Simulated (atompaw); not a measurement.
**An all-electron radial function and its pseudo partner (Pm)**

Columns: radius, all-electron u(r) and pseudo u(r) of the 6p shell (level -7.87 eV) of promethium in the configuration [Kr] 4d10 4f4 5s2 5p6 5d1 6s0.5 6p0; PBEsol, scalar-relativistic, PAW (atompaw) scheme, atompaw 4.2.0.5.

| r (bohr) | all-electron | pseudo |
| --- | --- | --- |
| 0.102 | -0.0037 | -0.0030 |
| 0.204 | -0.1031 | -0.0117 |
| 0.306 | 0.0157 | -0.0257 |
| 0.408 | 0.1320 | -0.0442 |
| 0.510 | 0.1567 | -0.0659 |
| 0.612 | 0.1053 | -0.0895 |
| 0.713 | 0.0181 | -0.1133 |
| 0.815 | -0.0753 | -0.1363 |
| 0.917 | -0.1561 | -0.1566 |
| 1.019 | -0.2158 | -0.1726 |
| 1.121 | -0.2526 | -0.1832 |
| 1.223 | -0.2678 | -0.1872 |
| 1.325 | -0.2640 | -0.1838 |
| 1.427 | -0.2448 | -0.1726 |
| 1.529 | -0.2135 | -0.1536 |
| 1.631 | -0.1732 | -0.1270 |
| 1.733 | -0.1267 | -0.0936 |
| 1.835 | -0.0762 | -0.0543 |
| 1.937 | -0.0237 | -0.0105 |
| 2.038 | 0.0290 | 0.0361 |
| 2.140 | 0.0815 | 0.0848 |
| 2.242 | 0.1326 | 0.1338 |
| 2.344 | 0.1815 | 0.1818 |
| 2.446 | 0.2277 | 0.2278 |
| 2.548 | 0.2710 | 0.2710 |
| 2.650 | 0.3110 | 0.3110 |

Task: How many radial nodes do the two functions have?

Result: The all-electron 6p function has n − l − 1 = 4 (the table is too coarse to show those close to the nucleus); the pseudo-wave has 1, since 1 lower shell of the same l stays in the valence.

Task: Is the pseudo-wave norm-conserving?

Result: No, it belongs to a PAW set: the norm inside the radius is not constrained, and the difference is carried by the augmentation charge.
